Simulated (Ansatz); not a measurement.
`[CH3][Al]([Cl])[Br]` + `N/C=C/CS` → `[CH3][Al]([SH])[Cl]` + `N/C=C/CBr`  (formal exchange of groups at the Al–Br bond)

Program: Ansatz. Geometries: PBE0-D4/def2-TZVP. ΔE: electronic, gas phase. CBS: MP2 limit from def2 TZ/QZ plus the TZ coupled-cluster correction, frozen cores. Double bonds are as drawn, so ΔE can hold a change between cis and trans. Functionals use def2-TZVPP. For Br outer-core shells are correlated without core-valence functions, which leaves a few kJ/mol of doubt a bond. Scalar relativity is left out up to krypton. Each species was taken in one conformer, which may not be the lowest.

`[CH3][Al]([Cl])[Br]`:

```xyz
7

C     0.379    0.626   -0.662
Al   -0.363   -0.585    0.644
Cl   -0.827    0.066    2.576
Br   -0.774   -2.748    0.185
H     0.565    0.130   -1.616
H    -0.301    1.466   -0.831
H     1.321    1.046   -0.297
```

`N/C=C/CS`:

Cartesian coordinates in Å:
```
N -1.215 0.041 2.075
C -0.880 0.102 0.740
C 0.351 0.189 0.232
C 0.621 0.134 -1.226
S 1.406 -1.471 -1.640
H -0.495 0.308 2.727
H -2.121 0.402 2.322
H -1.730 0.015 0.068
H 1.211 0.256 0.894
H 1.308 0.925 -1.533
H -0.305 0.236 -1.794
H 1.849 -1.138 -2.865
```

`[CH3][Al]([SH])[Cl]`:

```xyz
8

C    -0.104   -1.192    0.724
Al   -0.030    0.349   -0.441
S     0.644    2.296    0.259
Cl   -0.606    0.207   -2.457
H     0.519   -2.001    0.333
H     0.237   -0.954    1.734
H    -1.126   -1.577    0.789
H     0.466    2.872   -0.942
```

`N/C=C/CBr`:

```xyz
11

N    -0.626    0.593    1.927
C    -0.583    0.235    0.605
C     0.468   -0.274   -0.049
C     0.379   -0.697   -1.448
Br    1.309    0.561   -2.691
H     0.255    0.721    2.396
H    -1.331    1.256    2.197
H    -1.532    0.342    0.086
H     1.430   -0.368    0.448
H    -0.644   -0.729   -1.815
H     0.876   -1.642   -1.655
```

```json
{"species": "`[CH3][Al]([Cl])[Br]`", "PBE0 energy (Eh)": "-3316.27540"}
{"species": "`N/C=C/CS`", "PBE0 energy (Eh)": "-571.18699"}
{"species": "`[CH3][Al]([SH])[Cl]`", "PBE0 energy (Eh)": "-1141.06177"}
{"species": "`N/C=C/CBr`", "PBE0 energy (Eh)": "-2746.38649"}
```

**Question.** Work out ΔE.

**Answer.** ΔE = (-1141.06177) + (-2746.38649) − (-3316.27540) − (-571.18699) = 0.01413 Eh = +0.38 eV. CCSD(T)/CBS gives +0.44 eV.

Largest T1 diagnostic among the species: 0.011.

In def2-TZVPP, CCSD(T) changes the Hartree–Fock value by −0.10 eV (the triples alone add −0.03 eV) and MP2 by −0.09 eV. From PBE to PBE0 (25 % exact exchange), in def2-TZVPP and without D4, ΔE moves by +0.07 eV.
